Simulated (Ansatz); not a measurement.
Consider the formal loss of a carbene: `[CH3][GeH2][CH2]S` → `[CH2]` (triplet) + `S[CH2][GeH3]`.

Calculated with Ansatz (gas phase, PBE0-D4/def2-TZVP geometries, no zero-point term in ΔE). CCSD(T)/CBS adds triple-zeta CCSD(T) − MP2 to the extrapolated MP2 energy (def2 sets, frozen cores). This one scheme is used for every species. Triplets are unrestricted, without spin–orbit coupling. For Ge outer-core shells are correlated without core-valence functions, which leaves a few kJ/mol of doubt a bond. Scalar relativity is left out up to krypton. One conformer a species, not always the lowest.

`[CH3][GeH2][CH2]S`:

Z-matrix (Å, degrees):
```
C
Ge 1 1.948
H 1 1.091 2 109.5
H 1 1.090 2 110.7 3 120.2
H 1 1.091 2 110.2 3 -119.6
C 2 1.966 1 109.8 3 53.5
H 2 1.544 1 110.7 3 -64.7
H 2 1.545 1 111.0 3 174.6
S 6 1.810 2 112.4 1 -61.6
H 6 1.092 2 108.8 1 54.6
H 6 1.091 2 111.7 1 173.2
H 9 1.343 6 97.4 2 -52.0
```

`[CH2]` (triplet):

Z-matrix (Å, degrees):
```
C
H 1 1.079
H 1 1.079 2 134.9
```

`S[CH2][GeH3]`:

Cartesian coordinates in Å:
```
S -1.008 -0.292 -1.801
C -0.060 0.701 -0.624
Ge 0.216 -0.217 1.088
H -0.254 -1.402 -1.738
H -0.660 1.596 -0.450
H 0.888 1.020 -1.059
H 1.101 0.632 2.021
H 0.918 -1.558 0.809
H -1.143 -0.478 1.752
```

| level | ΔE (kJ/mol) |
| --- | --- |
| MP2/def2-QZVPP | 481.5 |
| MP2/CBS(def2) | 486.1 |

Task: What does CCSD(T)/CBS give? (Estimate.)

Result: Computed: +470.1 kJ/mol. The listed levels differ from it by 11.4, 16.0 kJ/mol.

Largest T1 diagnostic among the species: 0.011.

The D4 term adds +11.2 kJ/mol with B3LYP and +6.2 kJ/mol with PBE0; it sums over pairs of atoms, weighted by their polarisabilities, and B3LYP, whose exchange is more repulsive, gets the larger term. From PBE to PBE0 (25 % exact exchange), in def2-TZVPP and without D4, ΔE moves by −7.2 kJ/mol.

B3LYP here is the variant with VWN-RPA as its local correlation; programs differ in this.
